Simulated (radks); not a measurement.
The numbers below are computed, except where a source is named.
Spherical jellium clusters: N electrons in a uniform positive sphere of charge N and radius rs N^(1/3), rs = 3.68 bohr. Level of theory: non-relativistic Kohn-Sham, exchange-only LDA, spin-polarised, spherical densities (a radial shooting solver with Libxc functionals). Levels are named by radial order and angular momentum (1s, 1p, 1d, 2s, ...), and open shells are averaged over m.

N = 9, configuration 1s2 1p6 1d(up 1, down 0). This is the lowest configuration that the search found. Occupied and some empty levels:

| level | occupation | eigenvalue (eV) | <r> (bohr) |
|---|---|---|---|
| 1s up | 1 | -4.3771 | 5.156 |
| 1s down | 1 | -4.2510 | 4.940 |
| 1p up | 3 | -3.0521 | 6.317 |
| 1p down | 3 | -2.8110 | 6.184 |
| 1d up | 1 | -1.5025 | 7.507 |
| 1d down | 0 | -1.1992 | 7.469 |
| 2s up | 0 | -1.1115 | 7.924 |
| 2s down | 0 | -0.93005 | 7.909 |
| 2p up | 0 | -0.17016 | 13.27 |

Energy (eV): total -8.19751, kinetic 16.954, external -333.79, Hartree 161.93, exchange-correlation -26.059, background 172.77.
